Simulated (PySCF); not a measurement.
Computed shifts of a molecule CHF2NOSi, PBE0/pcSseg-1 run with PySCF, GIAO, gas phase, equivalent atoms averaged, in ppm (number of nuclei): ²⁹Si: -71.8 (1). ¹⁹F: -144.9 (2). ¹⁵N: 52.5 (1). ¹³C: 126.0 (1). ¹H: 4.79 (1). References: ²⁹Si against TMS (σ = 352.7 ppm); ¹⁹F against CFCl3 (σ = 167.2 ppm); ¹⁵N against NH3 (σ = 267.4 ppm); ¹³C against TMS (σ = 186.3 ppm); ¹⁷O against H2O (σ = 334.2 ppm); ¹H against TMS (σ = 31.56 ppm), references at their B3LYP-D3(BJ)/def2-TZVP geometries, non-relativistic. The structure is a stationary point at B3LYP-D3(BJ)/def2-SVP. Other conformers were not sampled.

Task: Identify the compound among the candidates.
A) F[Si]1(F)N=CO1
B) O=C=N[SiH](F)F
C) N#CO[SiH](F)F

Result: B, O=C=N[SiH](F)F
